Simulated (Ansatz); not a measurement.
Consider the formal exchange of groups at a Ti–F bond: `[F][Ti]([F])([F])[Cl]` + `C/C=N/C` → `[CH3][Ti]([F])([F])[Cl]` + `C/N=C\F`.

Isolated molecules relaxed with PBE0-D4/def2-TZVP in Ansatz; ΔE leaves out vibrations. CBS: MP2 limit from def2 TZ/QZ plus the TZ coupled-cluster correction, frozen cores. Double bonds are as drawn, so ΔE can hold a change between cis and trans. DFT in def2-TZVPP. B3LYP here is the variant with VWN-RPA as its local correlation; programs differ in this. HSE06 is defined as in plane-wave codes. For Ti outer-core shells are correlated without core-valence functions, which leaves a few kJ/mol of doubt a bond. Scalar relativity is left out up to krypton.

| level | ΔE (kcal/mol) | difference from CCSD(T)/CBS |
| --- | --- | --- |
| LDA (SPW92) | 47.6 | 1.8 |
| PBE-D4 | 47.7 | 1.9 |
| revPBE-D4 | 48.3 | 2.5 |
| BLYP-D4 | 47.8 | 2.0 |
| B97M-V | 48.5 | 2.7 |
| B3LYP-D4 | 46.9 | 1.1 |
| r2SCANh-D4 | 47.4 | 1.6 |
| r2SCAN0-D4 | 46.7 | 0.9 |
| HSE06-D4 | 46.6 | 0.8 |
| BHLYP-D4 | 46.0 | 0.2 |
| CAM-B3LYP-D4 | 47.3 | 1.5 |
| ωB97X-V | 47.1 | 1.3 |
| ωB97M-V | 46.1 | 0.3 |
| PBE-QIDH | 48.0 | 2.2 |
| PBE | 47.8 | 2.0 |
| revPBE | 47.7 | 1.9 |
| BLYP | 47.9 | 2.1 |
| r2SCAN | 47.9 | 2.1 |
| PBE0 | 46.8 | 1.0 |
| B3LYP | 47.1 | 1.3 |
| r2SCANh | 47.4 | 1.6 |
| r2SCAN0 | 46.7 | 0.9 |
| HSE06 | 46.8 | 1.0 |
| BHLYP | 46.4 | 0.6 |
| CAM-B3LYP | 47.4 | 1.6 |
| LC-ωPBE | 48.1 | 2.3 |
| RPA@PBE/def2-TZVPP | 46.7 | 0.9 |
| HF/def2-SVP | 43.4 | -2.4 |
| MP2/def2-SVP | 54.3 | 8.5 |
| CCSD/def2-SVP | 48.3 | 2.5 |
| CCSD(T)/def2-SVP | 50.4 | 4.6 |
| HF/def2-TZVPP | 46.4 | 0.6 |
| SCS-MP2/def2-TZVPP | 47.4 | 1.6 |
| CCSD(T)/def2-TZVPP | 47.4 | 1.6 |
| HF/def2-QZVPP | 46.9 | 1.1 |
| MP2/def2-QZVPP | 47.9 | 2.1 |
| SCS-MP2/def2-QZVPP | 46.8 | 1.0 |
| HF/CBS(def2) | 46.9 | 1.1 |
| MP2/CBS(def2) | 47.1 | 1.3 |
| CCSD/CBS(def2) | 44.7 | -1.1 |
| CCSD(T)/CBS | 45.8 | 0 |

Largest T1 diagnostic among the species: 0.024, so the coupled-cluster value is less sure than usual.

From BLYP to BHLYP (50 % exact exchange), in def2-TZVPP and without D4, ΔE moves by −1.5 kcal/mol. At CCSD(T), def2-SVP lies +4.6 kcal/mol from the extrapolated value and def2-TZVPP +1.6 kcal/mol. In def2-TZVPP, CCSD(T) changes the Hartree–Fock value by +1.0 kcal/mol (the triples alone add +1.1 kcal/mol) and MP2 by +2.3 kcal/mol.
